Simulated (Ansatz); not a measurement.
**Worked example: SiHCl3 + GeH2(CH3) → SiHCl2 + GeH2(CH3)Cl**

Species: SiHCl3 (trichlorosilane) `Cl[SiH](Cl)Cl`, singlet; GeH2(CH3), doublet; SiHCl2 `Cl[SiH]Cl`, doublet; GeH2(CH3)Cl, singlet. A radical takes Cl: the energy is the difference in strength between the Si–Cl bond broken and the Ge–Cl bond made.

Shapes, held fixed at every level: PBE0-D4/def2-TZVP. Programs: Ansatz 0.2.0. The zero-point and thermal change to 298 K, harmonic and unscaled (PBE0-D4/def2-TZVP), is +0.9 kJ/mol.

At CCSD(T)/def2-TZVPP; 1 Eh = 2625.50 kJ/mol:

```
    species   energy (Eh)
     SiHCl3  -1668.992071
  GeH2(CH3)  -2116.594407
     SiHCl2  -1209.153453
GeH2(CH3)Cl  -2576.418441
```

Problem. Work out ΔH(298 K) of the reaction at this level.

Solution. 
1. Products less reactants: (-1209.153453) + (-2576.418441) − [(-1668.992071) + (-2116.594407)] = 0.014584 Eh = +38.3 kJ/mol.
2. With the thermal change: +38.3 + (+0.9) = +39.2 kJ/mol.

Other levels give +37.1 (B2PLYP/def2-TZVPP) to +49.1 kJ/mol (wB97M-V/def2-TZVPP). No measured value is set beside it here. Open shells run unrestricted. Relativity is left out for Ge. Outer-core shells of Ge are correlated in most correlated rows, in sets that cover them unevenly.
